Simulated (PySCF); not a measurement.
CdC: from constants to spectrum

PBE0 constants of CdC, ³Π (triplet), unpaired electrons σ ↑, π ↑, a second solution, started from another occupation (basis Cd cc-pVDZ-PP with ECP28, C cc-pVDZ; scalar-relativistic core potentials; PySCF 2.14; masses 113.9034 and 12.0000 u):

| Quantity | Value |
| --- | --- |
| ωe | 88.9 cm⁻¹ |
| ωexe | 12.4 cm⁻¹ |
| Be | 0.21273 cm⁻¹ |
| αe | 0.0198 cm⁻¹ |
| D (centrifugal) | 4.88e-06 cm⁻¹ |

Q: Give the vibrational terms G(v) and spacings up to v = 2.

A: G(v) = ωe(v+½) − ωexe(v+½)².

| v | G(v) (cm⁻¹) | G(v) − G(v−1) | Bv (cm⁻¹) |
| --- | --- | --- | --- |
| 0 | 41 |  | 0.2028 |
| 1 | 105 | 64 | 0.1830 |
| 2 | 145 | 39 | 0.1632 |

Spin–orbit coupling is left out.
